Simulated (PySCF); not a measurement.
**Steps of a relaxation of [La(NH3)3]3+**

[La(NH3)3]3+ (singlet). PySCF 2.14.0, RKS BP86, La lcecp-1-SVP with ECP46, N def2-SVP, H def2-SVP; non-relativistic Hamiltonian with scalar-relativistic core potentials where named; density fitting; no spin-orbit coupling. Origin of the start: displaced along the imaginary mode. Columns: position (Å) and force (eV/Å). Energies are counted from the last step; some of the 4 steps are shown. Forces carry noise of the integration grid, about 0.01 to 0.03 eV/Å.

Run from Python with OMP_NUM_THREADS=2. Where DIIS fails, smearing, a level shift and second-order steps follow.
It took 43 s on 2 threads of Arm Neoverse V1, on a shared host, from the converged density of the start.

```xyz
13
step 0  E = 0.138 eV
La    0.0000    0.0000    0.0022     0.00    0.00    0.00
N     2.5764    0.0012   -0.0061     0.89   -0.01    0.01
H     3.0290   -0.2594    0.9334    -0.30    0.26   -0.93
H     3.0288   -0.6847   -0.6983    -0.31    0.68    0.68
H     3.0297    0.9434   -0.2500    -0.30   -0.92    0.24
N    -1.2893    2.2306   -0.0061    -0.43    0.78    0.00
H    -1.2898    2.7529    0.9334    -0.07   -0.39   -0.93
H    -0.9214    2.9654   -0.6983    -0.44   -0.61    0.68
H    -2.3318    2.1521   -0.2500     0.95    0.20    0.24
N    -1.2871   -2.2318   -0.0061    -0.46   -0.76    0.01
H    -1.7391   -2.4935    0.9334     0.38    0.14   -0.93
H    -2.1074   -2.2807   -0.6983     0.74   -0.07    0.68
H    -0.6979   -3.0955   -0.2500    -0.65    0.72    0.24
```

```xyz
13
step 1  E = 0.000 eV
La    0.0000    0.0000    0.0021     0.00    0.00    0.00
N     2.5775    0.0013   -0.0062     0.06    0.00    0.01
H     3.0332   -0.2515    0.9019    -0.03    0.01    0.00
H     3.0327   -0.6629   -0.6751    -0.03    0.02    0.00
H     3.0332    0.9134   -0.2416    -0.02   -0.02    0.00
N    -1.2898    2.2315   -0.0062    -0.02    0.05    0.01
H    -1.2988    2.7526    0.9019     0.01   -0.02    0.00
H    -0.9422    2.9578   -0.6751     0.00   -0.03    0.00
H    -2.3077    2.1701   -0.2416     0.03   -0.01    0.00
N    -1.2876   -2.2328   -0.0062    -0.03   -0.05    0.01
H    -1.7344   -2.5011    0.9019     0.02    0.02    0.00
H    -2.0904   -2.2949   -0.6751     0.03    0.01    0.00
H    -0.7255   -3.0835   -0.2416     0.00    0.03    0.00
```

```xyz
13
step 2  E = 0.000 eV
La    0.0000    0.0000    0.0047     0.00    0.00    0.00
N     2.5776    0.0008   -0.0055     0.01    0.00    0.00
H     3.0323   -0.2512    0.9029    -0.01    0.00    0.00
H     3.0303   -0.6618   -0.6768    -0.01   -0.01    0.00
H     3.0315    0.9126   -0.2424    -0.01    0.01    0.00
N    -1.2895    2.2319   -0.0055    -0.01    0.01    0.00
H    -1.2986    2.7517    0.9029     0.01    0.00    0.00
H    -0.9420    2.9552   -0.6768     0.01    0.00    0.00
H    -2.3061    2.1691   -0.2424     0.00   -0.01    0.00
N    -1.2882   -2.2327   -0.0055     0.00   -0.01    0.00
H    -1.7337   -2.5004    0.9029     0.00    0.01    0.00
H    -2.0883   -2.2934   -0.6768     0.00    0.01    0.00
H    -0.7254   -3.0817   -0.2424     0.01    0.01    0.00
```

Q: Where does the relaxation end?

A: It converges at step 3 in C3:
```xyz
13
step 3  E = 0
La    0.0000    0.0000    0.0084
N     2.5774    0.0009   -0.0055
H     3.0323   -0.2517    0.9023
H     3.0279   -0.6622   -0.6774
H     3.0297    0.9134   -0.2424
N    -1.2895    2.2317   -0.0055
H    -1.2981    2.7519    0.9023
H    -0.9404    2.9533   -0.6774
H    -2.3059    2.1671   -0.2424
N    -1.2879   -2.2326   -0.0055
H    -1.7342   -2.5002    0.9023
H    -2.0874   -2.2911   -0.6774
H    -0.7239   -3.0805   -0.2424
```

Q: How did the contacts change?

A: 
```csv
contact,start (Å),end (Å)
La1–N2 (NH3),2.576,2.577
La1–N6 (NH3),2.576,2.577
La1–N10 (NH3),2.576,2.577
```


A frequency check found unstable modes (4, the lowest at -54 cm⁻¹), so the relaxed geometry is probably a saddle point.
